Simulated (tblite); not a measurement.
Start geometry of `C=C(Cl)/C(Cl)=C\C=O` from a force field or distance geometry (Å):
```
atom  x, y, z in Å
C1    -1.8972    0.2155    0.0131
C2    -0.9144   -0.2607   -0.7490
Cl3   -0.9370   -0.0458   -2.4517
C4     0.2354   -0.9528   -0.2034
Cl5    0.1824   -2.6975   -0.3039
C6     1.2905   -0.3957    0.3984
C7     1.4684    1.0651    0.5456
O8     2.4343    1.5272    1.1590
H9    -2.7441    0.7351   -0.4297
H10   -1.9214    0.0935    1.0970
H11    2.1051   -0.9926    0.8017
H12    0.6991    1.7079    0.0970
```

Question: What comes out of this run: GFN2-xTB geometry optimisation, gas phase in tblite 0.8.0?

Answer: 
```
atom  x, y, z in Å
C1    -1.7167    0.4188   -0.0016
C2    -0.9403   -0.3445   -0.7615
Cl3   -1.3592   -0.6765   -2.4106
C4     0.2899   -0.9929   -0.3025
Cl5    0.4143   -2.6605   -0.7110
C6     1.2682   -0.3999    0.4004
C7     1.3242    1.0239    0.7160
O8     2.1128    1.5118    1.4846
H9    -2.6149    0.8659   -0.3888
H10   -1.4791    0.5900    1.0328
H11    2.1109   -0.9841    0.7438
H12    0.5911    1.6471    0.1724
```

The energy falls by 12.1 kJ/mol over 91 L-BFGS steps, the largest force on an atom goes from 2.18 to 0.009 eV/Å, and the atoms move by 0.372 Å rms after alignment. The bond that changes most is C7=O8 (aldehyde carbon to aldehyde oxygen), which shortens by 0.030 Å. Bonds longer at the end by more than 0.005 Å: 4 of 11; shorter: 6. Among the angles that change most is C6–C7–O8, from 120.9° to 123.9°. Among the dihedrals that turn most is Cl3–C2–C4–Cl5, from -81° to -47°. Rotational constants go from 1542, 1046, 754.8 to 1917, 969.5, 712.5 MHz. The orientation of the end geometry is arbitrary; only internal coordinates are fixed.

Time: 0.61 s of wall time. Hardware: one thread of an Arm Neoverse V1, shared host with 32 logical CPUs at a one-minute load of 4.4.

Its GFN2-xTB frequencies are all real (lowest 37 cm⁻¹). The numbers are those of one conformer.

These are computed values.
